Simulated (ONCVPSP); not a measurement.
# Cutoff test, carbon (C), ONCV

C, optimised norm-conserving Vanderbilt (ONCV), made with ONCVPSP 4.0.1 (Wu-Cohen, fully relativistic). Core [He], reference 2s2 (charge +2). Waves: 2s: rc 1.15 bohr, ncon 3, nbas 6, qcut 6 1/bohr, 2 projectors, debl 2.9 Ha; p scattering state at 0.46 Ha: rc 1.05 bohr, ncon 4, nbas 9, qcut 6.8 1/bohr, 3 projectors, debl 1.9 Ha. Local part: polynomial inside 0.80 bohr (lpopt 1, dvloc0 0 Ha). Core correction: Teter function, fcfact 2.75, rcfact 1.15.

Open shells are filled in proportion to 2j + 1.

In the p channel the program set the typed energies aside and used 0.050, 1.950, 3.850 Ha (j = l + 1/2; the other j can differ).

Question: For each optimised wave give the share of its norm inside rc, the residual kinetic energy above qcut (Ha) and the cutoffs (Ha) for errors of 10, 1, 0.1 and 0.01 mHa per electron.

Answer:

```csv
wave,norm inside rc,residual KE,10 mHa,1 mHa,0.1 mHa,0.01 mHa
2s,0.392,9.9e-04,11.6,17.9,62.6,not reached
s projector 2,0.057,9.2e-04,11.4,17.7,36.9,73.4
p projector 1 j=3/2,0.099,3.4e-03,18.5,47.1,223.5,259.7
p projector 2 j=3/2,0.062,6.7e-03,21.3,31.3,108.5,304.9
p projector 3 j=3/2,0.040,1.2e-02,23.9,33.6,75.5,214.1
p projector 1 j=1/2,0.423,7.3e-03,21.6,100.5,238.1,296.7
p projector 2 j=1/2,0.062,7.8e-03,21.9,32.0,91.8,203.8
p projector 3 j=1/2,0.040,1.4e-02,24.7,34.9,100.5,267.8
```

The occupied waves need 18 Ha and 63 Ha for 1 and 0.1 mHa. The cutoffs count occupied waves only; projector 1 of the p channel, the hardest unoccupied one, needs 100 Ha at the loose tolerance. Note: ghosts flagged at negative energy: p3/2 at -547.5 eV, p1/2 at -216.5 eV; GHOST(+) flags only above 600 eV. A true bound ghost makes a file unfit for plane-wave use.
